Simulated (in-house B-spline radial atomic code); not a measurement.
**RPA and G0W0 on SCAN: Ca²⁺**

Configuration [Ne] 3s2 3p6, mean-field start SCAN. Computed with a B-spline radial code for spherical atoms: all electrons, non-relativistic, point nucleus, each spin shell either full or empty, empty states to l = 9 with an (l + 1/2)⁻⁴ tail; G0W0 by contour deformation at full frequency.

Command:
```bash
python run_gw.py task.json out
```
Settings (radii: box in bohr, nucleus in fm):
```
Z                        20
electrons                18
configuration            [Ne] 3s2 3p6
hamiltonian              nr
method                   scan,scan
lmax                     9
spin_polarised           False
box_radius               17.55
intervals                50
```

Time taken, with all properties: 1.7 s on 1 thread of Arm Neoverse N1, on a shared host.

Energies (hartree):

| term | value |
| --- | --- |
| mean-field total | -676.97357 |
| Hartree-Fock functional on these orbitals | -676.14834 |
| direct second order | -1.3126 |
| second-order exchange | 0.44119 |
| SOSEX correction | 0.39906 |

(1) What is the RPA correlation energy, and what remains with SOSEX?

Quasi-particle levels (eV):

```csv
level,occupied,mean field,Σx - vxc,Σc,QP weight,G0W0
3p,yes,-43.78,-7.14,?,?,?
3d,no,-15.136,7.51,-2.35,0.958,-9.981
```

G0W0 = mean field + (Σx - vxc) + Σc, with Σc (partial-wave tail included) taken at the quasi-particle energy. Only the outer levels were computed. Levels of low weight are left out.

(2) Where does G0W0 put 3p?

Results:

(1) RPA gives -1.1337 hartree (-1.71 eV per electron); RPA + SOSEX gives -0.73459, and the second-order doubles -0.87144 hartree (no singles). RPA lacks exchange-type terms and so overcorrelates at short range.

(2) At -50.93 eV, with Σc = -0.02 eV and a quasi-particle weight of 0.930. The tabulated removal energy is 50.913 eV (NIST, measured); the calculation leaves out relativity, Breit and QED terms, and what these don't explain is the method's own error.
